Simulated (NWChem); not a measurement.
System meant: MgSiH3OBr; SMILES [O]([SiH3])[Mg][Br]

The following NWChem deck was run.

```
start job
memory heap 200 mb stack 900 mb global 1100 mb
geometry units angstroms noautoz
  Mg     0.147475    -0.081159    -0.000787
  Br     0.415360    -2.406419     0.000892
  O     -0.057315     1.698193    -0.002071
  Si    -0.254514     3.321911    -0.003230
  H     -1.031815     3.778652    -1.193592
  H      1.058379     4.032660    -0.028798
  H     -0.988314     3.785589     1.211753
end
basis spherical
  Mg library def2-svp
  Br library def2-svp
  O library def2-svp
  Si library def2-svp
  H library def2-svp
end
dft
  odft
  mult 2
  xc b3lyp
  iterations 150
  mulliken
end
task dft energy
```

End of the output:

```
 Summary of "ao basis" -> "" (spherical)
 ------------------------------------------------------------------------------
       Tag                 Description            Shells   Functions and Types
 ---------------- ------------------------------  ------  ---------------------
 Mg                         def2-svp                 8       18   4s3p1d
 Br                         def2-svp                12       32   5s4p3d
 O                          def2-svp                 6       14   3s2p1d
 Si                         def2-svp                 8       18   4s3p1d
 H                          def2-svp                 3        5   2s1p

                                 NWChem DFT Module
                                 -----------------

 Summary of "ao basis" -> "ao basis" (spherical)
 ------------------------------------------------------------------------------
       Tag                 Description            Shells   Functions and Types
 ---------------- ------------------------------  ------  ---------------------
 Mg                         def2-svp                 8       18   4s3p1d
 Br                         def2-svp                12       32   5s4p3d
 O                          def2-svp                 6       14   3s2p1d
 Si                         def2-svp                 8       18   4s3p1d
 H                          def2-svp                 3        5   2s1p

  number of electrons :                   72
  multiplicity        :                    2
 ------------------------------------------------------------------------
  no. of electrons and multiplicity not compatible                  72
 ------------------------------------------------------------------------
 ------------------------------------------------------------------------
  current input line :
    26: task dft energy
 ------------------------------------------------------------------------
 ------------------------------------------------------------------------
 There is an error in the input file
 ------------------------------------------------------------------------
 For more information see the NWChem manual at https://nwchemgit.github.io

0: no. of electrons and multiplicity not compatible:Received an Error in Communication
```

Question: Find the fault in this run and fix the input.

Answer: The input was rejected before any calculation. Cause: the multiplicity doesn't fit the number of electrons (an even count wants an odd multiplicity, and the reverse). This input runs:
```
start job
memory heap 200 mb stack 900 mb global 1100 mb
geometry units angstroms noautoz
  Mg     0.147475    -0.081159    -0.000787
  Br     0.415360    -2.406419     0.000892
  O     -0.057315     1.698193    -0.002071
  Si    -0.254514     3.321911    -0.003230
  H     -1.031815     3.778652    -1.193592
  H      1.058379     4.032660    -0.028798
  H     -0.988314     3.785589     1.211753
end
basis spherical
  * library def2-svp
end
dft
  xc b3lyp
  iterations 150
  mulliken
end
task dft energy
```
It converges to -3140.45250 Ha (B3LYP/def2-SVP).
